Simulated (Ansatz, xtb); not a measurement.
# Relative energy of two isomers of C5H10O2

Structure X is `CO[C@@H]1C[C@H](C)O1`, a singlet and structure Y is `CO[C@@H]1CO[C@H]1C`, a singlet. Both are isolated molecules in the gas phase, relaxed with r2SCAN-D4/def2-SVP; the shapes shown needn't be the lowest conformers.

X (Å):

| atom | x (Å) | y (Å) | z (Å) |
| --- | --- | --- | --- |
| C | 1.4044 | 2.3207 | -1.3499 |
| C | 0.3702 | 0.5837 | -0.1906 |
| C | 0.3892 | -0.9181 | 0.0793 |
| C | -0.7641 | -0.9742 | -0.9426 |
| C | -0.4656 | -1.5955 | -2.2862 |
| O | 1.4973 | 0.9869 | -0.8933 |
| O | -0.8022 | 0.4775 | -1.0096 |
| H | 2.3366 | 2.5527 | -1.8823 |
| H | 0.5491 | 2.4475 | -2.0364 |
| H | 1.2872 | 3.0278 | -0.5047 |
| H | 0.1812 | 1.2767 | 0.6583 |
| H | 1.3287 | -1.4062 | -0.2170 |
| H | 0.1148 | -1.2026 | 1.1042 |
| H | -1.7181 | -1.3563 | -0.5342 |
| H | -0.4051 | -2.6933 | -2.2040 |
| H | 0.4909 | -1.2128 | -2.6747 |
| H | -1.2598 | -1.3458 | -3.0070 |

Y (Å):

```csv
atom,x (Å),y (Å),z (Å)
C,-0.6551,2.0609,-1.7325
C,-0.4133,0.1845,-0.3691
C,-0.2963,-0.3752,1.0464
C,1.0431,-0.3229,-0.5294
C,1.4005,-1.2421,-1.6686
O,-0.6563,1.5560,-0.4207
O,0.9462,-1.0255,0.7312
H,-1.4215,1.5655,-2.3626
H,-0.8814,3.1349,-1.6773
H,0.3290,1.9342,-2.2266
H,-1.1222,-0.3726,-1.0197
H,-0.1792,0.4354,1.7910
H,-1.0681,-1.0851,1.3897
H,1.7555,0.5262,-0.4548
H,1.4505,-0.6882,-2.6201
H,2.3827,-1.7070,-1.4897
H,0.6547,-2.0472,-1.7627
```

Energies in hartree; the thermal terms are from GFN2-xTB frequencies at re-optimised GFN2-xTB minima (ideal gas, soft modes damped towards free rotors, one conformer each, 298.15 K, 1 atm) and include the zero-point energy:

```
                              X           Y
E, CCSD(T)/def2-SVP  −345.752298  −345.735350
    E, MP2/def2-SVP  −345.650196  −345.632403
  E, MP2/def2-TZVPP  −346.305102  −346.288858
  zero-point energy     0.143893     0.143558
       H(298 K) − E     0.152664     0.152454
       G(298 K) − E     0.111761     0.111241
```

Question: Correct the CCSD(T) difference for the basis set by the MP2 change, then work out ΔE, ΔE₀, ΔH and ΔG for X → Y in kJ/mol (1 Eh = 2625.50 kJ/mol) and the equilibrium ratio [Y]/[X].

Answer: 1. Differences Y − X: CCSD(T) +0.016948, MP2 in the small set +0.017793, MP2 in the large set +0.016244 Eh.
2. ΔE = +0.016948 + (+0.016244 − (+0.017793)) = +0.015399 Eh = +40.43 kJ/mol.
3. ΔE₀ = ΔE + ΔZPE = +0.015399 + (−0.000335) Eh = +39.55 kJ/mol.
4. ΔH = ΔE + (−0.000210) Eh = +39.88 kJ/mol.
5. ΔG = ΔE + (−0.000520) Eh = +39.06 kJ/mol, so ΔS = (ΔH − ΔG)/T = +2.7 J/(mol K).
6. kT = 0.9442 mEh, so K = [Y]/[X] = exp(−ΔG/kT) = exp(−15.76) ≈ 1.4 × 10^−7.

Structure X is favoured at this temperature. An error of 4 kJ/mol in ΔG would change K by a factor of 5. Mirror images and further conformers aren't counted.

As drawn, both hold the same kinds of bond in the same numbers.

Other levels gave ΔE = +29.1 (GFN2-xTB); +26.7 (HF/STO-3G, GFN2-xTB geometries); +45.3 (r2SCAN-D4/def2-SVP//GFN2-xTB); +44.8 (r2SCAN-D4/def2-SVP); +41.7 (HF/def2-SVP); +46.7 (MP2/def2-SVP); +44.5 (CCSD(T)/def2-SVP) kJ/mol. The correlated steps freeze 7 core orbitals. Programs: Ansatz 0.2.0, xtb 6.7.1.
